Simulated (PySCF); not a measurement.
C7H13N3.
Structure used (GFN2-xTB), in Å, numbered top down from 1:
```xyz
23
C7H13N3 angstrom
C     -0.8548    1.2065   -0.6736
C     -1.0118   -0.1248    0.0638
C     -2.2996   -0.1048    0.8901
C     -1.0572   -1.2745   -0.9424
C      0.1699   -0.3390    1.0379
N      1.4502   -0.2053    0.4062
C      2.2508    0.8829    0.3617
C      3.3249    0.4828   -0.3984
N      3.1192   -0.7954   -0.7650
N      2.0040   -1.1952   -0.2823
H     -0.7590    2.0325    0.0288
H      0.0210    1.1940   -1.3187
H     -1.7264    1.3915   -1.2967
H     -2.3051    0.7354    1.5819
H     -3.1621   -0.0120    0.2347
H     -2.4024   -1.0234    1.4635
H     -1.8258   -1.0928   -1.6897
H     -0.0997   -1.3828   -1.4462
H     -1.2801   -2.2127   -0.4398
H      0.1090   -1.3481    1.4538
H      0.1146    0.3889    1.8517
H      2.0134    1.8025    0.8530
H      4.2023    1.0206   -0.6911
```

Probes without a nucleus sit at each ring's centroid and 1 Å off its mean plane on both sides; NICS is minus the shielding there, NICSzz its component along the normal. Level: GIAO PBE0/pcSseg-1 (PySCF, non-relativistic, gas phase) on the GFN2-xTB geometry, one conformer.

Ring bond lengths (Å), with Mayer bond orders in brackets: N6–C7 1.352 (1.16), C7–C8 1.375 (1.45), C8–N9 1.346 (1.36), N9–N10 1.279 (1.46), N10–N6 1.327 (1.17).

Q: What do the NICS probes read (ppm)?

A: 
| ring | type | NICS(0) | NICS(1), two faces | NICS(1)zz, two faces | rms pucker (Å) | centre to ring atoms, mean (Å) |
| --- | --- | --- | --- | --- | --- | --- |
| N6–C7–C8–N9–N10 | 5-membered ring with 3 N; formal bonds all aromatic | -13.2 | -13.0 / -13.5 | -33.2 / -35.3 | 0.00 | 1.14 |

Q: What can be read from them?

A: 
- N6–C7–C8–N9–N10: mean NICS(1)zz -34.2 ppm, shielded. The ring is flat and has no four-coordinate atom; by the NICS criterion it is aromatic.

Q: How equal are the bonds by HOMA? HOMA = 1 − mean of α(R − Ropt)² over the ring bonds, with Krygowski's 1993 parameters (CC: Ropt 1.388 Å, α 257.7 Å⁻²; CN: Ropt 1.334 Å, α 93.52 Å⁻²; NN: Ropt 1.309 Å, α 130.33 Å⁻²).

A: 
- N6–C7–C8–N9–N10: HOMA 0.95; the largest term is that of N9–N10, α(R − Ropt)² = 0.12. The geometric and the magnetic index point the same way.

Q: At the second NICS(1) probe listed for ring N6–C7–C8–N9–N10, 1 Å off the ring, how large is the induced field along the normal in 9.4 T applied along it?

A: NICSzz × B0 = -35.3 ppm × 9.4 T = -332 μT, against the applied field.

Q: List the ring angles and the Hirshfeld charges of the ring atoms.

A: 
- N6–C7–C8–N9–N10: N6 109.7° (+0.052 e), C7 104.3° (-0.024 e), C8 107.9° (-0.046 e), N9 109.1° (-0.147 e), N10 109.1° (-0.063 e); sum 540.0° against 540° for a flat convex ring.
